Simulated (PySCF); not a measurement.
CH2NO (SMILES N[C]=O), doublet, at a GFN2-xTB geometry; DF-R2SCAN/cc-pVTZ in PySCF.

Here is a job for PySCF.
```python
from pyscf import gto, scf, dft

mol = gto.M(
    atom='''
O    -0.26239492    1.20792016   -0.01400583
C    -0.41467571    0.01679901    0.00061495
N     0.43485650   -0.99377497    0.01109142
H     0.09501155   -1.93993374    0.02313653
H     1.44820656   -0.86779678    0.00758046
''',
    basis='cc-pvtz',
    spin=1,
    verbose=4,
    max_memory=1800,
)

mf = dft.UKS(mol)
mf.xc = 'r2scan'
mf = mf.density_fit(auxbasis='def2-universal-jkfit')
mf.kernel()
```

Question: What does PySCF print? Leave out banner, timings and long lists.

Answer: 
```
PySCF version 2.14.0

[INPUT] verbose = 4
[INPUT] num. atoms = 5
[INPUT] num. electrons = 23
[INPUT] charge = 0
[INPUT] spin (= nelec alpha-beta = 2S) = 1
[INPUT] symmetry False subgroup None
[INPUT] Mole.unit = angstrom
[INPUT] Symbol           X                Y                Z      unit          X                Y                Z       unit  Magmom
[INPUT]  1 O     -0.262394920000   1.207920160000  -0.014005830000 AA   -0.495854535277   2.282638282741  -0.026467182847 Bohr   0.0
[INPUT]  2 C     -0.414675710000   0.016799010000   0.000614950000 AA   -0.783623522410   0.031745528064   0.001162087080 Bohr   0.0
[INPUT]  3 N      0.434856500000  -0.993774970000   0.011091420000 AA    0.821759688487  -1.877962522748   0.020959746133 Bohr   0.0
[INPUT]  4 H      0.095011550000  -1.939933740000   0.023136530000 AA    0.179545808170  -3.665943468403   0.043721705173 Bohr   0.0
[INPUT]  5 H      1.448206560000  -0.867796780000   0.007580460000 AA    2.736713770198  -1.639898245979   0.014324993298 Bohr   0.0

nuclear repulsion = 64.4541763652117
number of shells = 39
number of NR pGTOs = 158
number of NR cGTOs = 118
basis = cc-pvtz
ecp = {}

******** <class 'pyscf.df.df_jk.DFUKS'> ********
method = DFUKS
initial guess = minao
damping factor = 0
level_shift factor = 0
DIIS = <class 'pyscf.scf.diis.CDIIS'>
diis_start_cycle = 1
diis_space = 8
diis_damp = 0
SCF conv_tol = 1e-09
SCF conv_tol_grad = None
SCF max_cycles = 50
direct_scf = False
number electrons alpha = 12  beta = 11
XC library pyscf.dft.libxc version 7.1.2
    S. Lehtola, C. Steigemann, M. J. T. Oliveira, and M. A. L. Marques,  SoftwareX 7, 1–5 (2018)
XC functionals = r2scan
    J. W. Furness, A. D. Kaplan, J. Ning, J. P. Perdew, and J. Sun,  J. Phys. Chem. Lett. 11, 8208–8215 (2020)
    J. W. Furness, A. D. Kaplan, J. Ning, J. P. Perdew, and J. Sun,  J. Phys. Chem. Lett. 11, 9248–9248 (2020)
    J. W. Furness, A. D. Kaplan, J. Ning, J. P. Perdew, and J. Sun,  J. Phys. Chem. Lett. 11, 8208–8215 (2020)
    J. W. Furness, A. D. Kaplan, J. Ning, J. P. Perdew, and J. Sun,  J. Phys. Chem. Lett. 11, 9248–9248 (2020)
radial grids:
    Treutler-Ahlrichs [JCP 102, 346 (1995); DOI:10.1063/1.469408] (M4) radial grids

becke partition: Becke, JCP 88, 2547 (1988); DOI:10.1063/1.454033
pruning grids: <function nwchem_prune>
grids dens level: 3
symmetrized grids: False
atomic radii adjust function: <function treutler_atomic_radii_adjust>
small_rho_cutoff = 0
Set gradient conv threshold to 3.16228e-05
tot grids = 61720
init E= -169.576333302892

cycle= 1 E= -169.102435549412  delta_E= 0.474  |g|= 0.548  |ddm|= 1.33
cycle= 2 E= -168.108675737772  delta_E= 0.994  |g|= 1.58  |ddm|= 2.35
cycle= 3 E= -169.202611765294  delta_E= -1.09  |g|= 0.19  |ddm|= 2.02
cycle= 4 E= -169.215021851052  delta_E= -0.0124  |g|= 0.095  |ddm|= 0.159
cycle= 5 E= -169.218233587335  delta_E= -0.00321  |g|= 0.0268  |ddm|= 0.0572
cycle= 6 E= -169.218545800065  delta_E= -0.000312  |g|= 0.00766  |ddm|= 0.0302
cycle= 7 E= -169.218576655267  delta_E= -3.09e-05  |g|= 0.00137  |ddm|= 0.0112
cycle= 8 E= -169.218577828988  delta_E= -1.17e-06  |g|= 0.000481  |ddm|= 0.00209
cycle= 9 E= -169.218577983202  delta_E= -1.54e-07  |g|= 0.000125  |ddm|= 0.00055
cycle= 10 E= -169.218578001478  delta_E= -1.83e-08  |g|= 4.8e-05  |ddm|= 0.000208
cycle= 11 E= -169.218578003841  delta_E= -2.36e-09  |g|= 1.35e-05  |ddm|= 8.59e-05
cycle= 12 E= -169.21857800403  delta_E= -1.89e-10  |g|= 2.41e-06  |ddm|= 2.5e-05
Extra cycle  E= -169.218578004033  delta_E= -2.79e-12  |g|= 2.79e-06  |ddm|= 4.33e-06
converged SCF energy = -169.218578004033  <S^2> = 0.75457088  2S+1 = 2.0045657
```
